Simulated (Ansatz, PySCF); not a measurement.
Complex: CH4 (SMILES C) (first 5 atoms) with CH3Cl (SMILES CCl); geometry from B3LYP-D3(BJ)/def2-TZVP.
(charge 0, multiplicity 1):
```xyz
10

C     -0.021     0.035    -0.095
H      0.412     0.572     0.747
H     -1.109     0.079    -0.037
H      0.308     0.492    -1.028
H      0.302    -1.005    -0.070
C     -0.823    -0.587     3.418
Cl     0.435     0.636     3.800
H     -1.141    -1.049     4.348
H     -1.654    -0.081     2.937
H     -0.389    -1.325     2.751
```

Basis-set superposition error: the interaction energy with monomers in their own basis, and in the dimer's basis (counterpoise).

Programs: Ansatz (a quantum-chemistry and plane-wave program) with Gaussian orbitals; PySCF for 6-31G* rows. Values without a source in brackets are computed.

```tsv
level	uncorrected (meV)	counterpoise (meV)	difference
HF/6-31G*	17.9	24.4	6.4
HF/aug-cc-pV(T+d)Z	23.5	25.3	1.8
BLYP/def2-TZVPPD	30.8	33.9	3.1
revPBE/def2-TZVPPD	28.6	31.2	2.6
B97M-V/def2-TZVPPD	-41.6	-39.6	2.0
CAM-B3LYP/def2-TZVPPD	-8.3	-5.6	2.7
wB97M-V/def2-TZVPPD	-42.1	-39.5	2.6
MP2/aug-cc-pV(D+d)Z	-75.3	-34.5	40.8
CCSD/aug-cc-pV(T+d)Z	-44.6	-32.2	12.4
CCSD(T)/aug-cc-pV(D+d)Z	-75.4	-33.2	42.2
```

The error is largest for CCSD(T)/aug-cc-pV(D+d)Z (42.2 meV) and smallest for HF/aug-cc-pV(T+d)Z (1.8 meV).
